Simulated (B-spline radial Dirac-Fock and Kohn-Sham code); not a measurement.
**Widths and yields of inner-shell holes in Co¹⁴⁺**

System: the Co¹⁴⁺ ion, [Ne] 3s2 3p1.

The run's input, task.json:

```json
{"items": [{
  "Z": 27,
  "q": 14,
  "cfg": [[1, 0, 2], [2, 0, 2], [2, 1, 6], [3, 0, 2], [3, 1, 1]],
  "A": 59,
  "rrms": 3.7875,
  "do": ["binding", "quiet", "decay"],
  "holes": ["K", "L1", "L2", "L3", "M1"]
}]}
```

Run with: `python xray_run.py task.json out`

Model: one-electron (LDA, Dirac) transition rates at Dirac-Fock energies. Program: a radial finite-basis atomic code.

Partial widths are in eV. Coster-Kronig decay leaves a hole in the same principal shell; its rates are the weakest part of the model, often 1.5 to 2.5 times too large and more for N holes. Holes without an open Auger channel, or with an unreliable SCF state, are not listed.

```
      hole  radiative   Auger  Coster-Kronig   total  fluorescence yield  lifetime (fs)
    K (1s)      0.458   0.726              0    1.18               0.387          0.556
   L1 (2s)    0.00118  0.0947              0  0.0959              0.0123           6.86
L2 (2p1/2)   0.000339  0.0190              0  0.0193              0.0175           34.1
L3 (2p3/2)   0.000358  0.0191              0  0.0195              0.0184           33.8
```

Values without a named source are computed, but for edge energies of neutral atoms, which are taken from tables.
